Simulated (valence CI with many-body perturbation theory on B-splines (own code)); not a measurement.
## Which ion has this spectrum?

A relativistic CI+MBPT calculation for an atom or ion with 13 electrons gives these levels (× 10³ cm⁻¹):

```
  J  Parity       E     g
1/2     odd    0.00  0.65
1/2    even  1411.4  2.09
3/2     odd  3331.1  1.32
3/2    even  4487.4  1.62
5/2    even  4639.9  1.33
3/2    even  4813.0  0.97
1/2    even  4898.5  1.27
3/2    even  5285.0  0.83
5/2    even  5958.8  1.19
3/2     odd  6190.2  1.01
3/2     odd  6299.1  0.78
5/2     odd  6397.1  1.02
1/2     odd  6619.3  0.40
3/2     odd  6679.2  1.28
```

The energies are calculated, and their last digits are not significant.

(1) Which is it?
A. W61+
B. Au66+
C. Ta60+
D. Os63+

## Answers

(1) D. Os63+, ground level (3s^2 3p1/2) J=1/2.
